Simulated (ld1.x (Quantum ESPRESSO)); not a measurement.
Which change was made? (Pb, TM semilocal)

- Element: lead (Pb)
- Generator: ld1.x (Quantum ESPRESSO) 7.5
- Type: norm-conserving Troullier–Martins (semilocal form)
- Functional: BP86
- Relativity: scalar-relativistic
- Frozen core: [Xe] 4f14 5d10
- Valence charge: 4
- Reference configuration: 6s1.75 6p2.25
- Partial waves: 6p (bound): rc 2.50 bohr; 6s (bound): rc 2.05 bohr
- Local potential: the s channel
- Core correction: Bessel-smoothed model core, default radius (core density twice the valence density)

Cutoffs, loose and tight: the cutoffs (Ry, on a coarse ladder) from which the occupation-weighted sum of valence levels, in a spherical-Bessel basis at the reference potential, stays within 10 and 1 mRy of its value at 400 Ry. They do not see the model core or the augmentation charge, which bear on the density cutoff. Test errors are all-electron minus pseudo excitation energies from the reference, over the configurations 6s2 6p2; 6s2 6p1; 6s2 6p0; 6s2 6p2.3; 6s1 6p0; 6s0 6p4; 6s1 6p3; variants that change the core or the reference have their own tests.

The base gives: outcome: generated; cutoff, loose: 21 Ry; cutoff, tight: 35 Ry; bound ghosts: none; largest test error (meV): -548.

Q: After one change the result is: outcome: generated; cutoff, loose: 40 Ry; cutoff, tight: 90 Ry; bound ghosts: none; largest test error (meV): -541. Which change was it?
A. all radii but the core radius scaled by about 1.30 (s 2.66, p 3.24 bohr)
B. wave 6s (bound): rc 2.05 bohr becomes 6s (bound): rc 1.64 bohr
C. core [Xe] 4f14, valence charge 14; reference 5d10 6s1 6p3; waves now 6s (bound): rc 1.55 bohr; 6p (bound): rc 2.55 bohr; 5d (bound): rc 1.50 bohr; local potential the d channel; core correction Bessel-smoothed model core inside 1.20 bohr

A: B. The others give: core [Xe] 4f14, valence charge 14; reference 5d10 6s1 6p3; waves now 6s (bound): rc 1.55 bohr; 6p (bound): rc 2.55 bohr; 5d (bound): rc 1.50 bohr; local potential the d channel; core correction Bessel-smoothed model core inside 1.20 bohr → outcome: generated; cutoff, loose: 55 Ry; cutoff, tight: 100 Ry; bound ghosts: none; largest test error (meV): -70 | all radii but the core radius scaled by about 1.30 (s 2.66, p 3.24 bohr) → outcome: generated; cutoff, loose: 12 Ry; cutoff, tight: 21 Ry; bound ghosts: none; largest test error (meV): -598. In the semilocal form every listed channel keeps its own potential, so the choice of the local channel does not act on these tests. It acts once the file is put into the separable form.
